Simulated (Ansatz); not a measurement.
System: sum formula B$_{2}$BiO, net charge -1, singlet state. It need not be the lowest isomer of its formula. SMILES: O=B[B-]#[Bi]
Geometry: optimised at B3LYP-D3(BJ)/def2-TZVP (Ansatz, a program for electronic structure).

Parts of the frozen-core correlation energy in def2-SVPD (Ansatz, hartree). Frozen orbitals: 12; correlated occupied orbitals by spin: 9 and 9; virtual: 74 and 74. No spin-orbit coupling. Past Kr the def2 sets carry scalar-relativistic core potentials. The restricted reference is unstable.

```json
[
 {"term": "reference (HF)", "value": "-337.74599"},
 {"term": "MP2 opposite-spin", "value": "-0.33376"},
 {"term": "MP2 same-spin", "value": "-0.12498"},
 {"term": "CCSD correlation", "value": "-0.46382"},
 {"term": "(T)", "value": "-0.02653"},
 {"term": "T1 diagnostic", "value": "0.026"},
 {"term": "largest doubles amplitude", "value": "0.119"}
]
```
